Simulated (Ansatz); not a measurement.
Species: Br3ClSi, SMILES `Cl[Si](Br)(Br)Br` (charge 0, multiplicity 1).

Task: Give a relaxed geometry from B3LYP-D3(BJ)/def2-TZVP in Ansatz (a program for electronic structure).

Result: the end point of this relaxation (outside a Z-matrix the atoms follow the SMILES, hydrogens last).
Bonds (Å): Cl1–Si2 2.038, Si2–Br3 2.206, Si2–Br4 2.206, Si2–Br5 2.206. Angles (°): Cl1–Si2–Br3 109.2, Cl1–Si2–Br4 109.2, Cl1–Si2–Br5 109.2, Br3–Si2–Br4 109.7, Br3–Si2–Br5 109.7, Br4–Si2–Br5 109.7.
